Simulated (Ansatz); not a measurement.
Consider the substitution at a C–S bond: `OB(O)SC(F)(F)F` + `O[SiH](Cl)Cl` → `FC(F)(F)O[SiH](Cl)Cl` + `OB(O)S`.

Calculated with Ansatz (gas phase, PBE0-D4/def2-TZVP geometries, no zero-point term in ΔE). CBS: MP2 limit from def2 TZ/QZ plus the TZ coupled-cluster correction, frozen cores. This one scheme is used for every species. Each species was taken in one conformer, which may not be the lowest.

`OB(O)SC(F)(F)F`:

```xyz
10

O     0.740   -0.523    2.338
B     0.310   -0.450    1.057
O    -0.342   -1.488    0.485
S     0.737    1.160    0.258
C    -0.183    1.042   -1.284
F     0.111    2.089   -2.043
F     0.113   -0.067   -1.991
F    -1.506    1.022   -1.104
H     0.560   -1.380    2.735
H    -0.540   -1.405   -0.450
```

`O[SiH](Cl)Cl`:

Cartesian coordinates in Å:
```
O -0.913 -0.785 0.588
Si -0.012 0.239 -0.288
Cl 1.549 -0.729 -1.179
Cl 0.771 1.719 0.879
H -0.509 -1.266 1.313
H -0.885 0.822 -1.313
```

`FC(F)(F)O[SiH](Cl)Cl`:

```xyz
9

F     0.980    2.201    0.700
C     0.971    0.944    0.284
F     1.968    0.301    0.883
F     1.223    0.941   -1.034
O    -0.212    0.384    0.565
Si   -1.022   -0.801   -0.256
Cl    0.164   -2.425   -0.484
Cl   -2.612   -1.228    0.912
H    -1.461   -0.318   -1.570
```

`OB(O)S`:

Z-matrix (Å, degrees):
```
B
O 1 1.357
S 1 1.829 2 115.3
O 1 1.365 2 119.2 3 180.0
H 2 0.961 1 112.0 3 -180.0
H 3 1.342 1 96.9 2 -180.0
H 4 0.957 1 115.3 2 -180.0
```

| species | CCSD(T)/CBS(def2) energy (Eh) |
| --- | --- |
| `OB(O)SC(F)(F)F` | -911.68512 |
| `O[SiH](Cl)Cl` | -1285.17016 |
| `FC(F)(F)O[SiH](Cl)Cl` | -1621.99871 |
| `OB(O)S` | -574.86140 |

Work out ΔE.

ΔE = (-1621.99871) + (-574.86140) − (-911.68512) − (-1285.17016) = -0.00483 Eh = -0.13 eV.

Largest T1 diagnostic among the species: 0.013.

In def2-TZVPP, CCSD(T) changes the Hartree–Fock value by +0.22 eV (the triples alone add +0.04 eV) and MP2 by +0.27 eV. From PBE to PBE0 (25 % exact exchange), in def2-TZVPP and without D4, ΔE moves by −0.10 eV.
